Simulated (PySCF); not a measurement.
C₅H₁₁O₂ (doublet state).
Structure used (GFN2-xTB), in Å, numbered top down from 1:
```
atom  x, y, z in Å
C1     2.834    0.350    0.976
O2     2.372   -0.156   -0.262
C3     1.080   -0.639   -0.218
O4     0.188    0.405    0.057
C5    -1.161    0.109    0.158
C6    -1.993    1.313    0.435
C7    -1.745   -1.066   -0.547
H8     2.813   -0.432    1.744
H9     2.224    1.194    1.306
H10    3.857    0.676    0.807
H11    0.888   -1.078   -1.207
H12    0.978   -1.427    0.560
H13   -1.383    2.068    0.922
H14   -2.831    1.056    1.083
H15   -2.406    1.747   -0.483
H16   -2.805   -1.121   -0.315
H17   -1.275   -2.001   -0.240
H18   -1.642   -0.990   -1.638
```

The hyperfine couplings belong to this conformer and change with its torsions.

Identity: `COCO[C](C)C` [radical].

Theory: PySCF 2.14.0, UKS B3LYP, pcH-1 on C H O, non-relativistic, mean-field spin-orbit, GIAO. The structure is a single GFN2-xTB conformer in the gas phase; no vibrational or solvent corrections. A GFN2-xTB geometry isn't a minimum of the functional, and hyperfine couplings can be far from their values at a DFT geometry. Stability of the SCF solution: not tested.

Principal values of hyperfine tensors in MHz (contact and dipolar terms together), for some of the nuclei:

```csv
atom,isotope,A1,A2,A3
C5,13C,78.17,79.68,309.84
H18,1H,115.45,116.67,127.18
H15,1H,108.08,109.36,119.83
H17,1H,50.43,51.33,65.63
H14,1H,44.68,45.41,59.97
O4,17O,-74.36,8.12,10.60
H12,1H,9.91,10.49,21.47
C7,13C,-14.94,-13.90,-8.61
```

Problem. Split each tensor into its isotropic and traceless parts, and turn a_iso into mT with g = 2.0031.

Solution. a_iso = (A1 + A2 + A3)/3, Ti = Ai − a_iso; 1 mT corresponds to 28.036 MHz.

```csv
atom,a_iso (MHz),a_iso (mT),T1,T2,T3
C5,155.89,5.561,-77.73,-76.21,153.94
H18,119.77,4.272,-4.31,-3.10,7.41
H15,112.42,4.010,-4.34,-3.06,7.40
H17,55.80,1.990,-5.36,-4.47,9.83
H14,50.02,1.784,-5.34,-4.61,9.95
O4,-18.54,-0.661,-55.81,26.67,29.15
H12,13.96,0.498,-4.05,-3.46,7.51
C7,-12.48,-0.445,-2.46,-1.42,3.87
```

Problem. What spin density at the nucleus of O4 lies behind its contact coupling (g_N = -0.75752)?

Solution. a_FC = 800.24 MHz bohr³ × g_N × ρ(0)/(2S). With a_FC = -18.54 MHz and 2S = 1, ρ(0) = 0.03059 bohr⁻³. The nuclear moment is negative, so coupling and spin density have opposite signs.

Problem. C6 (13C, g_N = 1.40482) isn't in the table. Its spin density at the nucleus is -0.01745 bohr⁻³. What is its contact coupling?

Solution. By the same relation, a_FC = -19.62 MHz. Its full tensor has the principal values -21.60, -20.66, -16.59 MHz.

Problem. Which nucleus of the table has the largest anisotropic coupling, and what is its form?

Solution. C5: -77.7, -76.2, 153.9 MHz, axial, in the ratio −1:−1:+2, the form that spin in one p orbital centred on that nucleus gives.

Problem. What first-order splitting does H15 cause when the field lies along A1, A2 or A3 of its tensor (g taken as isotropic, no quadrupole term)?

Solution. 2 lines (I = 1/2), spaced by |A_i|/(g × 13.996): 3.86, 3.90, 4.27 mT along the axes of A1, A2 and A3.

Hardware: Arm Neoverse V2, one thread, shared host. Cost: 75 s wall (grids of density and orbitals included), 1.1 GiB resident at most.
